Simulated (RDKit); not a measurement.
RDKit input (UFF):

```python
from rdkit import Chem
from rdkit.Chem import AllChem, rdDetermineBonds

mol = Chem.MolFromXYZFile('mol.xyz')
rdDetermineBonds.DetermineBonds(mol, charge=1)
print('SMILES', Chem.MolToSmiles(Chem.RemoveHs(mol)))
ff = AllChem.UFFGetMoleculeForceField(mol)
e0 = ff.CalcEnergy()
flag = ff.Minimize(maxIts=5000, forceTol=1e-5)
print(f'energy {e0:.4f} -> {ff.CalcEnergy():.4f} kcal/mol, converged: {flag == 0}')
print(Chem.MolToXYZBlock(mol))
```
mol.xyz:
```
4

B      0.40892500    -0.17844500    -0.23361300
O      1.40812100    -0.53045100    -0.88620600
Cl    -0.90683700     0.37277000     0.54040000
H      2.10664000    -1.20124900    -0.92908100
```

Output:

```
[22:54:08] UFFTYPER: Unrecognized atom type: B_1 (0)
SMILES [H]/[O+]=B/Cl
energy -0.0764 -> -0.0999 kcal/mol, converged: True
4

B      0.408925   -0.178445   -0.233613
O      1.346344   -0.468666   -0.884808
Cl    -0.741660    0.286406    0.459938
H      2.003239   -1.176670   -0.850017
```

The dipole moment of an ion depends on the origin.

The geometry given is a B3LYP-D3(BJ)/def2-TZVP minimum.
